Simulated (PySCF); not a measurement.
A thermochemical cycle for NaSn

PBE0 in PySCF with def2-SVP on every atom (core potentials on Sn), for the lowest determinant that a PBE0 search found; no spin–orbit coupling. NaSn, a quartet (σ ↑, π ↑↑), has De = 1.18 eV to neutral atoms, and NaSn⁺, a triplet (σ ↑, π ↑), has De = 0.60 eV to Na⁺ + Sn.

The adiabatic ionisation energy of NaSn, between the minima, is 5.80 eV.

Question: Which ionisation energy of the Na atom does this level give?

Answer: IE(Na) = IE(molecule) + De(ion) − De(neutral) = 5.80 + 0.60 − 1.18 = 5.22 eV; the measured value is 5.139 eV (NIST ASD).

Spin–orbit coupling is left out, which matters for elements this heavy, above all for dissociation energies. For an ion De counts to the pair picked by the measured ionisation energies or electron affinities, which need not be the lowest pair at this level. States were picked by a PBE0 search and need not be the measured ground states.
